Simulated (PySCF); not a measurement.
Cartesian coordinates (Å):
```xyz
13

Ti     0.0440     0.1879    -0.0363
C      0.5338    -1.3943    -1.2567
H      1.0483    -0.9722    -2.1493
H     -0.4060    -1.8989    -1.5757
H      1.2092    -2.1245    -0.7621
C     -1.0804     1.4759    -1.1684
H     -1.9275     0.8973    -1.6017
H     -0.4623     1.9104    -1.9844
H     -1.4753     2.2961    -0.5296
S      1.9984     1.2572     0.5225
H      1.6581     1.0942     1.8368
S     -1.1610    -0.5106     1.7898
H     -0.4949    -1.6994     1.6445
```
Charge 0, multiplicity 1.

### Question
Estimate the HOMO, HOMO–LUMO gap, total energy, LUMO and dipole moment that TPSSh-D3(BJ)/def2-TZVP // BP86-D3(BJ)/def2-SVP run with PySCF returns for this input.

### Answer

HOMO: -7.02 eV
HOMO–LUMO gap: 4.18 eV
total energy: -46996.42 eV
LUMO: -2.84 eV
dipole moment: 1.21 D
